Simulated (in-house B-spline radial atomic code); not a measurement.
RPA and G0W0 for Cd, [Kr] 4d10 5s2, as one setting changes: the share of exact exchange in the PBE hybrid start. A dash marks a level of low quasi-particle weight. Computed with an all-electron radial atomic-structure program (B-spline basis): all electrons, scalar-relativistic (spin-free one-electron X2C), finite nucleus, each spin shell either full or empty, empty states to l = 9 with an (l + 1/2)⁻⁴ tail; G0W0 by contour deformation at full frequency.

```json
{"share of exact exchange in the PBE hybrid start": "0", "mean-field level (eV)": "-5.655", "G0W0 level (eV)": "-", "RPA correlation (Eh)": "-3.7712"}
{"share of exact exchange in the PBE hybrid start": "0.1", "mean-field level (eV)": "-5.933", "G0W0 level (eV)": "5s -9.060", "RPA correlation (Eh)": "-3.7314"}
{"share of exact exchange in the PBE hybrid start": "0.2", "mean-field level (eV)": "-6.210", "G0W0 level (eV)": "5s -9.069", "RPA correlation (Eh)": "-3.6933"}
{"share of exact exchange in the PBE hybrid start": "0.3", "mean-field level (eV)": "-6.486", "G0W0 level (eV)": "5s -9.064", "RPA correlation (Eh)": "-3.6567"}
{"share of exact exchange in the PBE hybrid start": "0.4", "mean-field level (eV)": "?", "G0W0 level (eV)": "?", "RPA correlation (Eh)": "?"}
{"share of exact exchange in the PBE hybrid start": "0.5", "mean-field level (eV)": "?", "G0W0 level (eV)": "?", "RPA correlation (Eh)": "?"}
{"share of exact exchange in the PBE hybrid start": "0.6", "mean-field level (eV)": "-7.305", "G0W0 level (eV)": "5s -9.004", "RPA correlation (Eh)": "-3.5545"}
{"share of exact exchange in the PBE hybrid start": "0.7", "mean-field level (eV)": "-7.574", "G0W0 level (eV)": "5s -8.976", "RPA correlation (Eh)": "-3.5226"}
{"share of exact exchange in the PBE hybrid start": "0.8", "mean-field level (eV)": "-7.842", "G0W0 level (eV)": "5s -8.946", "RPA correlation (Eh)": "-3.4918"}
{"share of exact exchange in the PBE hybrid start": "0.9", "mean-field level (eV)": "-8.108", "G0W0 level (eV)": "5s -8.915", "RPA correlation (Eh)": "-3.4619"}
{"share of exact exchange in the PBE hybrid start": "1", "mean-field level (eV)": "-8.373", "G0W0 level (eV)": "5s -8.883", "RPA correlation (Eh)": "-3.4328"}
```

Problem. What belongs in the row for 0.5?

Solution. mean-field level (eV): -7.033; G0W0 level (eV): 5s -9.029; RPA correlation (Eh): -3.5874.

Problem. What belongs in the row for 0.4?

Solution. mean-field level (eV): -6.760; G0W0 level (eV): 5s -9.050; RPA correlation (Eh): -3.6214.
